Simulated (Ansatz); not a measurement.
C₆H₁₀O, triplet, at a GFN2-xTB geometry (a higher spin typed on purpose: for a closed-shell molecule this is an excited state). Base run: PBE/6-311G** run with Ansatz (a quantum-chemistry and plane-wave program).

Geometry (Å):
```xyz
17

O      2.3611     0.4428     0.2572
C      1.1337     0.2005    -0.0133
C      0.0908     1.3133     0.2284
C     -1.1782     1.0100    -0.5436
C     -1.7754    -0.3257    -0.1119
C     -0.7443    -1.4292    -0.3275
C      0.5278    -1.1435     0.4461
H     -0.1259     1.4005     1.3021
H      0.5562     2.2383    -0.1129
H     -1.8996     1.8110    -0.3604
H     -0.9619     0.9874    -1.6134
H     -2.6786    -0.5373    -0.6863
H     -2.0482    -0.2806     0.9449
H     -1.1532    -2.3849     0.0115
H     -0.5165    -1.5167    -1.3915
H      1.2918    -1.8971     0.2536
H      0.3215    -1.1151     1.5250
```
Charge 0, spin multiplicity 3.
Orbitals are unrestricted.
All else is at Ansatz's defaults.
Base energy -309.45018 Eh.

Each row names what was changed in the base input (with any setting that the change needs).

```tsv
change	ΔE vs base (kcal/mol)
base	0.000
point_charge = charge:1.0 position_ang:-0.6414, 4.8202, 3.1345	-0.97
final_grid = 10, 20, 41	0.000
final_grid = 6, 12, 29	0.006
lower_state_search = off	0.000
point_charge = charge:-1.0 position_ang:-0.3755, 4.0607, 4.0885	-2.61
fitting.mean_field = cc-pVTZ-JKFIT	-0.040
point_charge = charge:0.5 position_ang:0.9773, 2.8361, 4.8399	-0.602
forces = on	0.000
final_grid = 4, 8, 17	-0.080
lower_state_search = light	0.000
```
